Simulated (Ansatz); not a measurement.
A trace of molecular dynamics of ClGeH5O (8 atoms, charge 0, multiplicity 1).

Computed with RKS r2SCANh-D4/def2-SVP (Ansatz 0.2.0).

```yaml
ensemble: NVE (velocity Verlet)
starting_velocities_drawn_for: 300 K
seed: 6575
```

| time (fs) | T (K) | potential energy less start (eV) | conserved less start (meV/atom) |
| --- | --- | --- | --- |
| 0 | 300 | 0.000 | 0.00 |
| 4 | 180 | 0.094 | 0.08 |
| 8 | 147 | 0.119 | 0.05 |
| 12 | 224 | 0.060 | 0.10 |
| 16 | 675 | -0.291 | -0.03 |
| 20 | 670 | -0.285 | 0.29 |
| 24 | 925 | -0.484 | 0.08 |
| 28 | 1244 | -0.732 | -0.06 |
| 32 | 1008 | -0.544 | 0.54 |
| 36 | 1447 | -0.890 | -0.08 |
| 40 | 1425 | -0.872 | -0.01 |
| 44 | 1423 | -0.869 | 0.24 |
| 48 | 1313 | -0.784 | 0.17 |
| 52 | 1809 | -1.174 | -0.40 |
| 56 | 1455 | -0.896 | -0.04 |
| 60 | 1469 | -0.906 | 0.10 |
| 64 | 1729 | -1.111 | -0.44 |
| 68 | 1855 | -1.211 | -0.60 |
| 72 | 1329 | -0.796 | 0.30 |
| 76 | 1868 | -1.221 | -0.62 |
| 80 | 1701 | -1.090 | -0.48 |
| 84 | 1469 | -0.906 | 0.08 |
| 88 | 1517 | -0.945 | -0.19 |
| 92 | 1824 | -1.185 | -0.43 |
| 96 | 1339 | -0.805 | 0.19 |
| 100 | 1503 | -0.932 | 0.11 |

Task: Is this trajectory sound?

Result: The conserved energy stayed within 0.67 meV per atom of its start (net change 0.11 meV per atom), so the integration is sound. The kinetic energy rose, since the run started high on the potential surface and went downhill. It ends in pieces (ClH + GeH4O), so much of that is their flight and rotation, not heat. A run of 0.1 ps of so small a system gives no equilibrium averages. The orbitals stay closed-shell, which can raise the energy where a bond breaks towards radicals; this wasn't checked here. The time step was 0.5 fs.

Run time: 3.4 min on 2 threads of AMD EPYC 9R45 96-Core Processor (Zen 5), with other jobs on the host, peak memory 0.22 GiB.
